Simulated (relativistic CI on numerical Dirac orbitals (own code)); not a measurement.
**Cr6+ in a cubic cluster: L2,3 absorption with charge transfer**

Computed with a charge-transfer multiplet model of a cubic metal-ligand cluster with up to 2 ligand holes, Slater and spin-orbit integrals from Dirac-Coulomb-Breit ions, Slater integrals scaled by 0.9. The ground state mixes d0 with configurations of k ligand holes L, whose averages lie at kΔ + k(k − 1)U_dd/2; a core hole lowers each added d electron by U_cd. 300 K, Lorentzian 0.4 eV and Gaussian 0.3 eV FWHM.

Atomic integrals in eV (Slater integrals scaled, ζ unscaled), ground: F2dd 10.549, F4dd 6.644, zeta_d 0.039; with the core hole: F2dd 10.549, F4dd 6.644, zeta_d 0.067, zeta_core 5.615, F2cd 7.753, G1cd 6.119, G3cd 3.485. Where a configuration has fewer than two d electrons, the dd integrals are those of d2.

Cluster parameters (eV): Δ = -1.8, U_cd = 7.6, 10Dq = 2.4, 10Dq(ligand) = 0.8, V(eg) = 2.35, V(t2g) = -1.25, final-state hopping factor = 0.9.

| Case | n_d | d0 | d1L | d2L2 | S |
| --- | --- | --- | --- | --- | --- |
| U_dd = 4.1 eV | 1.11 | 0.17 | 0.55 | 0.28 | 0.00 |
| U_dd = 4.8 eV | 1.08 | 0.18 | 0.57 | 0.26 | 0.00 |
| U_dd = 6.2 eV | 1.02 | 0.20 | 0.58 | 0.22 | 0.00 |

Weights, n_d and S are thermal averages at 300 K. Photon energies count from the first peak over 30 % of the highest in each spectrum, which can be another peak from case to case. The parameters are a model scan and need not match a compound or its usual spin state. Peaks in eV (height, largest 100):
- U_dd = 4.1 eV: -4.7 (27), -3.8 (13), 0.0 (65), 4.1 (63), 7.6 (100), 8.2 (98), 11.2 (22), 14.6 (8), 17.4 (7), 18.1 (8), 19.2 (13)
- U_dd = 4.8 eV: -4.6 (29), -3.6 (11), 0.0 (60), 4.2 (63), 7.6 (100), 8.2 (93), 11.7 (14), 14.9 (5), 17.7 (6), 18.7 (7)
- U_dd = 6.2 eV: -3.0 (27), -1.8 (7), 0.0 (43), 1.6 (48), 4.1 (12), 5.7 (57), 9.2 (100)

Curve for U_dd = 4.8 eV (points under 2 left out, the grid thinned):

```json
{"E (eV)": "-6.9", "Intensity": "2.1"}
{"E (eV)": "-6.3", "Intensity": "2.5"}
{"E (eV)": "-5.7", "Intensity": "3.5"}
{"E (eV)": "-5.1", "Intensity": "10.7"}
{"E (eV)": "-4.4", "Intensity": "25.0"}
{"E (eV)": "-3.8", "Intensity": "10.2"}
{"E (eV)": "-3.2", "Intensity": "10.2"}
{"E (eV)": "-2.6", "Intensity": "13.7"}
{"E (eV)": "-2.0", "Intensity": "31.8"}
{"E (eV)": "-1.4", "Intensity": "36.7"}
{"E (eV)": "-0.8", "Intensity": "47.6"}
{"E (eV)": "-0.1", "Intensity": "59.6"}
{"E (eV)": "0.5", "Intensity": "48.9"}
{"E (eV)": "1.1", "Intensity": "34.2"}
{"E (eV)": "1.7", "Intensity": "20.0"}
{"E (eV)": "2.3", "Intensity": "15.4"}
{"E (eV)": "2.9", "Intensity": "14.7"}
{"E (eV)": "3.5", "Intensity": "25.9"}
{"E (eV)": "4.1", "Intensity": "60.3"}
{"E (eV)": "4.8", "Intensity": "41.0"}
{"E (eV)": "5.4", "Intensity": "32.8"}
{"E (eV)": "6.0", "Intensity": "37.3"}
{"E (eV)": "6.6", "Intensity": "56.8"}
{"E (eV)": "7.2", "Intensity": "87.4"}
{"E (eV)": "7.8", "Intensity": "97.9"}
{"E (eV)": "8.4", "Intensity": "90.4"}
{"E (eV)": "9.1", "Intensity": "76.6"}
{"E (eV)": "9.7", "Intensity": "44.2"}
{"E (eV)": "10.3", "Intensity": "26.5"}
{"E (eV)": "10.9", "Intensity": "17.6"}
{"E (eV)": "11.5", "Intensity": "14.3"}
{"E (eV)": "12.1", "Intensity": "11.7"}
{"E (eV)": "12.7", "Intensity": "7.0"}
{"E (eV)": "13.3", "Intensity": "4.4"}
{"E (eV)": "14.0", "Intensity": "4.1"}
{"E (eV)": "14.6", "Intensity": "4.8"}
{"E (eV)": "15.2", "Intensity": "4.8"}
{"E (eV)": "15.8", "Intensity": "3.4"}
{"E (eV)": "16.4", "Intensity": "3.1"}
{"E (eV)": "17.0", "Intensity": "3.9"}
{"E (eV)": "17.6", "Intensity": "5.8"}
{"E (eV)": "18.3", "Intensity": "6.0"}
{"E (eV)": "18.9", "Intensity": "6.4"}
{"E (eV)": "19.5", "Intensity": "4.9"}
{"E (eV)": "20.1", "Intensity": "2.0"}
```

A d0 ion has no d-d gap: its lowest excitations are ligand-to-metal charge transfer. With the core hole the configuration with one ligand hole lies at Δ + U_dd − U_cd = -5.3, -4.6, -3.2 eV from the one without, in the order of the table; where this is negative the screened configuration lies lower, though the effective hopping of about 4.8 eV (from the holes of the mixed ground state) mixes the two strongly wherever it is as large as the gap.

With at most 2 ligand holes the space is cut while the next configuration still counts, so covalency is underestimated, and a final configuration with one more ligand hole, which can lie low, is missing from the spectra.
